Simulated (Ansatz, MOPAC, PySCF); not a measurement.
Positional isomers: propene methyl+boryl. Gas-phase values, no solvent. One relaxed conformer stands for each flexible species; it need not be the lowest. Strings in code marks are SMILES.

Quantity: electronic energy of isomers of C4H9B relative to `BC=C(C)C`, in kcal/mol. The restricted reference of `BC(=C)CC` and `B/C(C)=C/C` is unstable towards unrestricted orbitals. Semi-empirical values (MOPAC) are differences of heats of formation.

Level 1: frozen-core MP2/cc-pVTZ // M06-2X/def2-TZVP (Ansatz, a first-principles code)
Level 2: PBE/6-31G* // M06-2X/def2-TZVP (PySCF)
Level 3: SVWN5/6-31G* // M06-2X/def2-TZVP (PySCF)
Level 4: AM1 // M06-2X/def2-TZVP (MOPAC)

```json
[
 {"species": "`BC/C=C\\C`", "level 1": "10.1", "level 2": "11.8", "level 3": "11.4", "level 4": "0.09"},
 {"species": "`B/C(C)=C/C`", "level 1": "2.65", "level 2": "2.70", "level 3": "…", "level 4": "1.10"},
 {"species": "`BC(=C)CC`", "level 1": "…", "level 2": "6.94", "level 3": "8.23", "level 4": "…"}
]
```

Task: What belongs in the gaps?

Result: 
- `B/C(C)=C/C`, level 3: 2.91
- `BC(=C)CC`, level 1: 5.32
- `BC(=C)CC`, level 4: 3.82
